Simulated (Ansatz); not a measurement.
Reaction (cleavage of the Sn–Si bond): `[SiH3][Sn]([Cl])([Cl])[Cl]` + NH₃ → `[NH2][Sn]([Cl])([Cl])[Cl]` + SiH₄

Calculated with Ansatz (gas phase, PBE0-D4/def2-TZVP geometries, no zero-point term in ΔE). CCSD(T)/CBS adds triple-zeta CCSD(T) − MP2 to the extrapolated MP2 energy (def2 sets, frozen cores). This one scheme is used for every species. Functionals use def2-TZVPP. def2 core potentials past Kr. For Sn outer-core shells are correlated without core-valence functions, which leaves a few kJ/mol of doubt a bond. One conformer a species, not always the lowest.

| level | ΔE (kJ/mol) |
| --- | --- |
| PBE0-D4 | 51.0 |
| ωB97X-V | 37.9 |
| CAM-B3LYP | 37.1 |
| CCSD/def2-SVP | 32.3 |

Question: What does CCSD(T)/CBS give? (Estimate.)

Answer: The calculation gave: +39.7 kJ/mol. The listed levels differ from it by 11.3, -1.8, -2.6, -7.4 kJ/mol.

Largest T1 diagnostic among the species: 0.011.

At CCSD(T), def2-SVP lies −8.0 kJ/mol from the extrapolated value and def2-TZVPP −5.8 kJ/mol. Leaving LDA and LC-ωPBE aside and taking each functional with its dispersion term where it has one, the values, not all of them listed here, spread over 14.2 kJ/mol, from ωB97X-V to PBE-D4.
